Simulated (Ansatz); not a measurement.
CH$_{6}$BGa (`C[BH][GaH2]`). Charge 0, multiplicity 1. All single points use the PBE0-D4/def2-TZVP geometry.

```xyz
9

C    -1.365    0.323    0.307
B     0.030    0.523   -0.354
Ga    1.641   -0.784   -0.226
H    -2.190    0.744   -0.274
H    -1.310    0.946    1.217
H    -1.622   -0.686    0.634
H     0.199    1.562   -0.940
H     2.683   -0.747    0.959
H     1.933   -1.882   -1.322
```

(1) What is the dipole moment at PBE/def2-TZVPP? (Best estimate.)

(2) And with r2SCAN, B3LYP, ωB97M-V? (Best estimate.)

(3) Give the Mulliken charges with PBE, B3LYP, ωB97M-V in def2-TZVPP. (Estimate.)

Answers

(1) The calculation gave: 1.41 D, with components (-1.27, 0.51, 0.34) D in this frame, pointing from negative to positive charge.

(2) Computed: r2SCAN 1.42 D, B3LYP 1.40 D, ωB97M-V 1.39 D.

(3) Computed: 
| atom | PBE | B3LYP | ωB97M-V |
| --- | --- | --- | --- |
| C1 | -0.30 | -0.28 | -0.32 |
| B2 | 0.09 | 0.10 | -0.01 |
| Ga3 | -0.03 | -0.01 | -0.01 |
| H4 | 0.11 | 0.11 | 0.12 |
| H5 | 0.11 | 0.09 | 0.11 |
| H6 | 0.10 | 0.09 | 0.11 |
| H7 | 0.02 | 0.03 | 0.08 |
| H8 | -0.05 | -0.07 | -0.04 |
| H9 | -0.05 | -0.06 | -0.04 |

B3LYP here is the variant with VWN-RPA as its local correlation; programs differ in this.
